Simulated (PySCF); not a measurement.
# Correlation energy of Ar²⁺ (argon, charge +2)

[Ne] 3s2 3p4, high-spin 3P determinant. All numbers are calculated (PySCF 2.14, no relativity, point nucleus, in 6-31G* (4s3p1d, 18 functions)). Frozen: [Ne]; 6 electrons correlated.

MP2 pair energies summed by pair of shells (mhartree):

```
 pair  energy  share (%)
3p-3p  -44.21       49.6
3s-3p  -38.12       42.7
3s-3s   -6.87        7.7
```

Total MP2 correlation energy: -89.19 mhartree.

Same-spin part -21.49 and opposite-spin part -67.70 mhartree; SCS-MP2 scales them by 1/3 and 6/5 to -88.40 mhartree.

```tsv
level	correlation energy (mhartree)
CCSD	-108.45
(T)	-1.01
CCSD(T)	-109.46
```

Diagnostics: T1 = 0.0055, D1 = 0.0187, largest double amplitude 0.050.

Cost of the coupled-cluster step: 0.15 s of wall time on 1 thread of Neoverse-N1 (shared host), for 6 correlated electrons.
